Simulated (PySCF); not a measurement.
**Spin states of LiI**

Unrestricted PBE0; PySCF, scalar-relativistic core potentials, basis sets Li aug-cc-pVDZ, I aug-cc-pVDZ-PP with ECP28. Outer shells of the fragments: Li 2s1; I 4d10 5s2 5p5.

Followed along the bond (rough minima from three points):

```json
{"2Ms+1": "1", "unpaired": "none", "⟨S²⟩ at the start": "0.00", "R at minimum (Å)": "2.42", "Te (eV)": "0.00"}
{"2Ms+1": "3", "unpaired": "σ ↑, π ↑", "⟨S²⟩ at the start": "2.00", "R at minimum (Å)": "none in the scan", "Te (eV)": "≤ 3.76"}
```

Solutions found at the starting distance of 2.595 Å, counted from the lowest of them; the search is not exhaustive and high or unbound solutions are not listed, so other states can lie among these:

| 2Ms+1 | unpaired | term | E (eV) | ⟨S²⟩ | ⟨Lz²⟩ | μ (D) |
| --- | --- | --- | --- | --- | --- | --- |
| 1 | none | ¹Σ⁺ | 0.00 | 0.00 | 0.00 | -8.05 |
| 3 | σ ↑, π ↑ | ³Π | 3.80 | 2.00 | 1.01 | 3.96 |
| 1 | σ ↓, π ↑ | mixed | 3.82 | 1.00 | 1.01 | 4.14 |
| 3 | σ ↑↑ | ³Σ⁺ | 4.35 | 2.00 | 0.00 | 3.75 |
| 3 | π ↑↑ | mixed | 4.92 | 2.00 | 2.00 | 1.57 |
| 3 | π ↑↑ | mixed | 5.05 | 2.00 | 2.00 | 1.97 |
| 3 | σ ↑, π ↑ | ³Π | 5.56 | 2.00 | 1.00 | 1.34 |

A term symbol is given only where ⟨S²⟩ and ⟨Lz²⟩ are close to those of a pure state; real π, δ and φ orbitals otherwise mix terms. A positive dipole means Li(−)I(+).

The measured ground state is X ¹Σ+ (Huber and Herzberg, Constants of Diatomic Molecules (1979)).

Spin–orbit coupling is left out. Counting both spins, an empty level lies below a filled one in some of these solutions, because spin and occupation are held.
